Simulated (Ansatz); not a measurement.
`C=NC(F)O[SiH3]`, relaxed with RKS PBE-D4/def2-SVP in the Gaussian-basis code of Ansatz from a rough embedded geometry. The force threshold is 0.03 eV/Å; the program also tests the step.

The species carries charge 0 and has multiplicity 1.

Start:

```xyz
12

C     0.125   -1.214   -1.848
N     0.672   -1.142   -0.720
C    -0.261   -0.812    0.365
F    -1.253   -1.630    0.344
O    -0.762    0.502    0.396
Si    0.179    1.697    1.048
H     0.648   -1.425   -2.744
H    -0.995   -0.984   -1.945
H     0.245   -1.099    1.373
H    -0.627    2.893    1.248
H     1.289    1.971    0.113
H     0.739    1.242    2.369
```

```csv
step,energy (eV),largest force (eV/Å),largest move (Å)
1,-16280.4042,3.828,0.000
2,-16280.8153,1.351,0.094
3,-16280.8478,1.138,0.194
4,-16280.9573,0.417,0.200
5,-16281.0009,0.592,0.200
6,-16281.0290,0.514,0.102
7,-16281.0575,0.526,0.138
8,-16281.0763,0.849,0.186
9 (rejected),-16281.0486,1.818,0.194
10,-16281.0995,0.255,0.097
11,-16281.1097,0.201,0.099
12,-16281.1131,0.324,0.146
13,-16281.1223,0.277,0.114
14,-16281.1460,0.209,0.157
15,-16281.1571,0.255,0.149
16,-16281.1621,0.211,0.076
17,-16281.1666,0.154,0.052
18,-16281.1703,0.150,0.060
19 (rejected),-16281.1660,0.358,0.097
20,-16281.1740,0.082,0.048
21 (rejected),-16281.1736,0.241,0.055
22,-16281.1753,0.042,0.027
23,-16281.1757,0.038,0.032
24,-16281.1759,0.034,0.015
25 (rejected),-16281.1759,0.042,0.019
26,-16281.1760,0.012,0.009
```

End:

```xyz
12

C     0.381   -1.208   -1.619
N     0.479   -0.738   -0.438
C    -0.655   -0.801    0.455
F    -1.840   -1.119   -0.196
O    -0.814    0.414    1.082
Si    0.335    1.673    0.951
H     1.252   -1.125   -2.299
H    -0.539   -1.698   -2.005
H    -0.477   -1.616    1.199
H    -0.287    2.751    1.788
H     0.502    2.179   -0.454
H     1.663    1.287    1.535
```

Run time 42 s (4 threads of an Arm Neoverse V1 on a shared host); peak host memory 0.19 GiB.
